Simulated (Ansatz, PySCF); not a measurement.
The pair A = NH3 (SMILES N) (first 4 atoms), B = C3H6 (SMILES C=CC); geometry from B3LYP-D3(BJ)/def2-TZVP.
(charge 0, multiplicity 1):
```xyz
13

N     -0.2111    -0.2086     0.5372
H     -0.7118    -0.8550    -0.0620
H      0.7385    -0.1483     0.1871
H     -0.1655    -0.6235     1.4625
C      0.1243    -1.0116     4.2375
C     -0.5205     0.1157     3.9596
C      0.1243     1.4305     3.6601
H      1.2075    -1.0486     4.2795
H     -0.4046    -1.9340     4.4407
H     -1.6071     0.1021     3.9296
H     -0.2243     2.2026     4.3517
H      1.2111     1.3681     3.7346
H     -0.1362     1.7596     2.6507
```

Correlated levels freeze the cores.

Programs: Ansatz (Gaussian orbitals); PySCF for the dispersion terms. Each number belongs to the level named beside it.

The monomers are drawn apart, rigid, along the line of their centres of mass. Counterpoise-corrected interaction energies (kcal/mol):

```
level                   R = 4.495 Å  R = 5.547 Å
----------------------  -----------  -----------
PBE/def2-TZVPPD             -0.7681      -0.2539
PBE-D3(BJ)/def2-TZVPPD      -1.1520      -0.3734
wB97M-V/def2-TZVPPD         -0.9686      -0.3422
CCSD(T)/aug-cc-pVDZ         -0.9131      -0.3168
```

Q: R is the distance of the centres of mass. Find the local exponent m of E ∝ R⁻ᵐ between the two points.

A: 
m = ln(E₁/E₂)/ln(R₂/R₁): PBE/def2-TZVPPD 5.3; PBE-D3(BJ)/def2-TZVPPD 5.4; wB97M-V/def2-TZVPPD 4.9; CCSD(T)/aug-cc-pVDZ 5.0. For scale, two fixed dipoles give m = 3, dipole and quadrupole 4, quadrupoles 5, and dispersion or dipole-induced dipole 6 at long range; at these distances several terms mix, and what is left of overlap and damping shifts m, so it need not match one of them.

Ansatz is an electronic-structure program.
